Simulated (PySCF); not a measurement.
A species of formula CH6ClGeP has this rotational fingerprint, computed with PySCF 2.14.0, PBE0-D3(BJ)/def2-SVP geometry optimisation, gas phase:

| Property | Result |
| --- | --- |
| Rotational constants | A = 3631, B = 1558, C = 1172 MHz |
| Dipole components | \|μa\| = 0.20 D, \|μb\| = 1.23 D, \|μc\| = 1.24 D |
| Inertial defect | -32.18 u·Å² |
| κ | -0.69 |

**Question.** Which structure is it? (One computed conformer of each.)
A. `[CH3:1][Ge@@H:2]([PH2:3])[Cl:4]` with C1–Ge2–P3–H -52° and 41°
B. `[PH2:1][GeH2:2][CH2:3][Cl:4]` with H–P1–Ge2–C3 -54° and 40°, P1–Ge2–C3–Cl4 -60°

**Answer.** B. It is [PH2][GeH2][CH2]Cl, an asymmetric top, point group C1. The candidates at the same level (rigid rotor, commonest isotopes):

| SMILES | A (MHz) | B (MHz) | C (MHz) | μa (D) | μb (D) | μc (D) | Δ (u·Å²) | point group | rotor |
| --- | --- | --- | --- | --- | --- | --- | --- | --- | --- |
| [CH3][Ge@@H]([PH2])[Cl] | 3317 | 2016 | 1436 | 1.28 | 2.57 | 0.33 | -51.11 | C1 | asymmetric top |
| [PH2][GeH2][CH2]Cl | 3631 | 1558 | 1172 | 0.20 | 1.23 | 1.24 | -32.18 | C1 | asymmetric top |

`[CH3][Ge@@H]([PH2])[Cl]` has B 29 % too high. No structure here is proved a minimum.
